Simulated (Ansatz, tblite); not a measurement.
Cost and result up the ladder for Ga₃H₅ (8 atoms). The state is a singlet with charge 0. Geometry: r2SCAN-D4/def2-SVP.

```xyz
8

Ga    0.939    0.769    0.327
Ga   -0.295   -0.643   -1.380
Ga   -1.442   -0.111    0.578
H     2.293    1.175    1.001
H    -2.612    0.473    1.408
H    -0.100   -0.717   -2.915
H     1.235   -0.786   -0.583
H    -0.019   -0.161    1.565
```

Ansatz on 4 threads of Arm Neoverse V2 on a shared host; xTB runs through tblite on one thread. Times are rough, summed over both states, and most runs start from the orbitals of an earlier one. PBE0-D4/def2-TZVP serves as the yardstick here, not as an exact answer. The other state is a triplet.

The xTB rows come from tblite. Another isomer (singlet) lies 0.04 eV lower at PBE-D4/def2-TZVP; other spin states weren't run for this one.

xTB has no spin-polarisation term.

```json
{"level": "PBE-D4/def2-TZVP (with forces)", "functions": "174", "vertical triplet (eV)": "2.63", "difference from PBE0-D4/def2-TZVP (eV)": "-0.02"}
{"level": "GFN2-xTB", "functions": "32", "vertical triplet (eV)": "2.39", "difference from PBE0-D4/def2-TZVP (eV)": "-0.26"}
{"level": "PBE0-D4/def2-TZVP", "functions": "174", "vertical triplet (eV)": "2.65", "difference from PBE0-D4/def2-TZVP (eV)": "0.00"}
{"level": "r2SCAN-D4/def2-TZVP", "functions": "174", "vertical triplet (eV)": "2.55", "difference from PBE0-D4/def2-TZVP (eV)": "-0.11"}
{"level": "GFN1-xTB", "functions": "37", "vertical triplet (eV)": "3.42", "difference from PBE0-D4/def2-TZVP (eV)": "0.77"}
```

Task: Estimate how long each takes.

Result: GFN2-xTB 0.006 s; GFN1-xTB 0.008 s; PBE-D4/def2-TZVP (with forces) 6.4 s; PBE0-D4/def2-TZVP 14 s; r2SCAN-D4/def2-TZVP 14 s. On shared hardware such times vary by a factor of up to 3.
